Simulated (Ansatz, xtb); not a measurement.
C2H6O2SeSi: which of two isomers lies lower

Structure I is `O=C(C[SeH])O[SiH3]`, a singlet and structure II is `C[Se][SiH2]OC=O`, a singlet. Both are isolated molecules in the gas phase, relaxed with r2SCAN-D4/def2-SVP; the shapes shown needn't be the lowest conformers.

I (Å):

```xyz
12

C     0.4605    0.2232   -0.1285
C    -0.4485    1.4185   -0.1448
O     1.2612   -0.0330    0.7420
O     0.3024   -0.5632   -1.2113
Se    0.1048    2.7141   -1.5232
Si    1.3407   -1.9346   -1.3208
H    -1.4895    1.1211   -0.3347
H    -0.3715    1.9455    0.8142
H    -0.2282    1.8136   -2.6377
H     2.7600   -1.5008   -1.3724
H     0.9300   -2.5480   -2.6098
H     1.0841   -2.8673   -0.1936
```

II (Å):

```yaml
atoms:
  - { symbol: C, position_ang: [1.3766, 1.7154, -0.4673] }
  - { symbol: C, position_ang: [1.4959, -2.0444, 0.9853] }
  - { symbol: O, position_ang: [2.0524, -2.3476, -0.1868] }
  - { symbol: O, position_ang: [1.4029, -0.9295, 1.4361] }
  - { symbol: Se, position_ang: [1.3346, 0.4386, -1.9686] }
  - { symbol: Si, position_ang: [2.7642, -1.1051, -1.1633] }
  - { symbol: H, position_ang: [1.2033, 1.1803, 0.4735] }
  - { symbol: H, position_ang: [2.3406, 2.2395, -0.4531] }
  - { symbol: H, position_ang: [0.5668, 2.4309, -0.6605] }
  - { symbol: H, position_ang: [3.2640, -1.8893, -2.3176] }
  - { symbol: H, position_ang: [3.8547, -0.4862, -0.3625] }
  - { symbol: H, position_ang: [1.1260, -2.9581, 1.4989] }
```

Q: Estimate E(II) − E(I) at the level CCSD(T)/def2-SVP + ΔMP2/def2-TZVPP.

A: Calculated at CCSD(T)/def2-SVP + ΔMP2/def2-TZVPP: E(II) − E(I) = −81.6 kJ/mol, so structure II lies lower.

How the difference moves with the method:

| level | geometry | E(II) − E(I) (kJ/mol) | departure from the last row (kJ/mol) | job, with rough time for the two |
| --- | --- | --- | --- | --- |
| GFN2-xTB | GFN2-xTB | −29.6 | +52.0 | optimisation, 0.24 s |
| HF/STO-3G | GFN2-xTB | −95.2 | −13.6 | single point, 0.44 s |
| r2SCAN-D4/def2-SVP//GFN2-xTB | GFN2-xTB | −84.8 | −3.3 | single point, 3.9 s |
| r2SCAN-D4/def2-SVP | r2SCAN-D4/def2-SVP | −81.2 | +0.4 | optimisation, 68 s |
| HF/def2-SVP | r2SCAN-D4/def2-SVP | −72.0 | +9.5 | part of the CCSD(T) run |
| MP2/def2-SVP | r2SCAN-D4/def2-SVP | −75.4 | +6.2 | part of the CCSD(T) run |
| CCSD(T)/def2-SVP | r2SCAN-D4/def2-SVP | −69.9 | +11.7 | single point |
| CCSD(T)/def2-SVP + ΔMP2/def2-TZVPP | r2SCAN-D4/def2-SVP | −81.6 |  | single point, 66 s |

As drawn, II has 1 Se–Si, 2 C–H in place of 1 C–C, 1 Se–H, 1 Si–H.

The levels shown agree on the order. The largest departure from CCSD(T)/def2-SVP + ΔMP2/def2-TZVPP is that of GFN2-xTB, 52.0 kJ/mol. The last row adds to CCSD(T) the change of the MP2 difference between the two basis sets, here −11.7 kJ/mol.

With thermal terms from frequencies at re-optimised GFN2-xTB minima (ideal gas, soft modes damped towards free rotors, one conformer each, 298.15 K, 1 atm): the zero-point term adds +14.2 kJ/mol; ΔH is −66.9 and ΔG −67.6 kJ/mol.

The correlated steps freeze 18 core orbitals; the filled d shell of Se is correlated, in a basis made for valence electrons. Codes used: Ansatz 0.2.0, xtb 6.7.1; the last row on 4 threads of Arm Neoverse V2 on a shared host.
